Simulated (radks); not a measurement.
Isoelectronic series with 8 electrons, each ion in its NIST ground configuration. All-electron calculation, scalar-relativistic Kohn-Sham, BLYP, spin-polarised, spherical densities, finite nucleus; open shells are filled with parallel spins first (spin-orbit coupling, left out, can overturn this in heavy ions); Fermi nuclear charge, rms radius of each element as measured or else 0.836 A^(1/3) + 0.57 fm. Program: a radial shooting solver on a logarithmic mesh with Libxc functionals. Total energies (hartree) and mean radii <r> (bohr):

[
 {"ion": "O", "configuration": "[He] 2s2 2p4", "E (hartree)": "-75.13537", "2p down": "1.343", "2p up": "1.229", "2s down": "1.162", "2s up": "1.128"},
 {"ion": "Al5+", "configuration": "[He] 2s2 2p4", "E (hartree)": "-230.77208", "2p down": "0.5438", "2p up": "0.5349", "2s down": "0.5891", "2s up": "0.5828"},
 {"ion": "Ar10+", "configuration": "[He] 2s2 2p4", "E (hartree)": "-474.98039", "2p down": "0.3494", "2p up": "0.3462", "2s down": "0.3932", "2s up": "0.3907"},
 {"ion": "V15+", "configuration": "[He] 2s2 2p4", "E (hartree)": "-808.62485", "2p down": "0.2577", "2p up": "0.2560", "2s down": "0.2946", "2s up": "0.2932"},
 {"ion": "Ni20+", "configuration": "[He] 2s2 2p4", "E (hartree)": "-1232.99541", "2p down": "0.2040", "2p up": "0.2030", "2s down": "0.2350", "2s up": "0.2341"},
 {"ion": "As25+", "configuration": "[He] 2s2 2p4", "E (hartree)": "-1749.77200", "2p down": "0.1687", "2p up": "0.1680", "2s down": "0.1950", "2s up": "0.1944"},
 {"ion": "Sr30+", "configuration": "[He] 2s2 2p4", "E (hartree)": "-2361.05317", "2p down": "0.1436", "2p up": "0.1431", "2s down": "0.1662", "2s up": "0.1658"},
 {"ion": "Tc35+", "configuration": "[He] 2s2 2p4", "E (hartree)": "-3069.39089", "2p down": "0.1248", "2p up": "0.1245", "2s down": "0.1444", "2s up": "0.1441"},
 {"ion": "Cd40+", "configuration": "[He] 2s2 2p4", "E (hartree)": "-3877.84979", "2p down": "0.1102", "2p up": "0.1100", "2s down": "0.1273", "2s up": "0.1271"},
 {"ion": "I45+", "configuration": "[He] 2s2 2p4", "E (hartree)": "-4790.08097", "2p down": "0.09858", "2p up": "0.09835", "2s down": "0.1135", "2s up": "0.1133"},
 {"ion": "Ce50+", "configuration": "[He] 2s2 2p4", "E (hartree)": "-5810.4059", "2p down": "0.08901", "2p up": "0.08882", "2s down": "0.1021", "2s up": "0.1020"},
 {"ion": "Eu55+", "configuration": "[He] 2s2 2p4", "E (hartree)": "-6943.9079", "2p down": "0.08101", "2p up": "0.08086", "2s down": "0.09249", "2s up": "0.09236"},
 {"ion": "Er60+", "configuration": "[He] 2s2 2p4", "E (hartree)": "-8196.6703", "2p down": "0.07422", "2p up": "0.07409", "2s down": "0.08423", "2s up": "0.08412"}
]
